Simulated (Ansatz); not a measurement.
One change: `C=C[SiH2][SiH](F)F` becomes `F[SiH2][SiH](F)F`.

Ansatz, PBE0-D4/def2-TZVP geometries, multiplicity 1. Each molecule was computed in one conformer, which needn't be the lowest.

```
                                          property  `C=C[SiH2][SiH](F)F`
                LUMO energy (PBE0/def2-TZVPP) / eV                 -0.99
             LUMO energy (ωB97M-V/def2-TZVPP) / eV                  1.00
               LUMO energy (B3LYP/def2-TZVPP) / eV                 -1.18
             HOMO–LUMO gap (B3LYP/def2-TZVPP) / eV                  6.50
               HOMO–LUMO gap (PBE/def2-TZVPP) / eV                  4.81
size of the dipole moment (ωB97M-V/def2-TZVPP) / D                  2.43
```

Task: Give the same properties after the change, and the shifts. (Estimate.)

Result: Computed: 
```csv
property,`F[SiH2][SiH](F)F`,shift
LUMO energy (PBE0/def2-TZVPP) / eV,-1.24,-0.25
LUMO energy (ωB97M-V/def2-TZVPP) / eV,0.55,-0.45
LUMO energy (B3LYP/def2-TZVPP) / eV,-1.43,-0.25
HOMO–LUMO gap (B3LYP/def2-TZVPP) / eV,7.02,0.52
HOMO–LUMO gap (PBE/def2-TZVPP) / eV,5.22,0.41
size of the dipole moment (ωB97M-V/def2-TZVPP) / D,1.16,-1.27
```

With PBE0 the HOMO falls by 0.76 eV and the LUMO falls by 0.25 eV, so the gap widens by about 0.51 eV. PBE moves the HOMO by -0.58 eV and ωB97M-V by -0.75 eV. Dipoles are sizes alone; their direction can turn.

B3LYP here is the variant with VWN-RPA as its local correlation; programs differ in this.
